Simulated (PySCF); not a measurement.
**Electronic absorption of C4H11OPSi**

Compound: C₄H₁₁OPSi.
Atom-mapped SMILES: `[CH3:1][O:2][C@@H:3]1[CH2:4][PH:5][C@@H:6]1[SiH3:7]` (hydrogens: H8, H9, H10 on C1; H11 on C3; H12, H13 on C4; H14 on P5; H15 on C6; H16, H17, H18 on Si7)

The calculation used PySCF 2.14.0, density-fitted response routines, TDDFT CAM-B3LYP/def2-SVPD, vertical, gas phase, core orbitals frozen in the response. One conformer (not necessarily the lowest) at the GFN2-xTB geometry, without solvent, vibrations or thermal averaging.

Task: What does the calculation give for the low-lying excited states?

Result: 

```csv
state,E (eV),λ (nm),ν̃ (cm⁻¹),f,"main configurations (H = HOMO, L = LUMO)"
S1,5.80,213.9,46750,0.049,H→L (88%)
S2,6.40,193.8,51600,0.016,"H→L+1 (47%), H→L+2 (36%)"
S3,6.89,179.9,55580,0.103,"H→L+4 (64%), H→L+5 (18%)"
S4,7.08,175.1,57100,0.029,"H→L+1 (23%), H→L+4 (23%), H→L+5 (10%)"
S5,7.22,171.8,58200,0.026,"H-1→L (63%), H-2→L (18%)"
S6,7.30,169.8,58910,0.042,"H-2→L (50%), H-1→L (20%)"
S7,7.40,167.5,59700,0.0084,"H-1→L+1 (62%), H→L+3 (9%)"
S8,7.54,164.4,60810,0.027,"H-2→L+1 (26%), H-2→L+2 (12%), H→L+3 (11%)"
```

Triplets (Tamm–Dancoff): T1 4.73 eV, H→L (75%), H→L+7 (8%); T2 5.44 eV, H→L+2 (34%), H→L+5 (23%), H→L+1 (21%); T3 6.53 eV, H-2→L (36%), H→L+4 (29%), H-1→L (8%).

The lowest singlet lies at 5.80 eV (214 nm, ultraviolet) and is of moderate strength; its leading configuration is HOMO→LUMO (88%). The most intense listed level is S3 at 6.89 eV (180 nm, f = 0.103), 1.10 eV above S1. Löwdin shares by element: HOMO phosphorus 56%, carbon 28% or more (atoms not listed hold the other 15%); LUMO phosphorus 29%, carbon 22% or more, silicon 10% (atoms not listed hold the other 39%). The listed states span 1.74 eV, and the widest gap between neighbours is 0.60 eV (S1 to S2). Orbital energies (eV): HOMO-3 -10.26, HOMO-2 -9.44, HOMO-1 -9.19, HOMO -8.12, LUMO 1.00, LUMO+1 1.19, LUMO+2 1.55. The oscillator strengths of these states sum to 0.302; summed over the whole spectrum of an exact calculation they would give the number of electrons, 72 (Thomas–Reiche–Kuhn). No computed singlet lies in the visible range (380 to 750 nm); the lowest, at 214 nm, stands 2.53 eV above its violet end (3.26 eV). Only the lowest 8 singlets were computed, as vertical energies without vibronic structure.

The run took 51 s wall on one thread, x86-64 server (shared host).
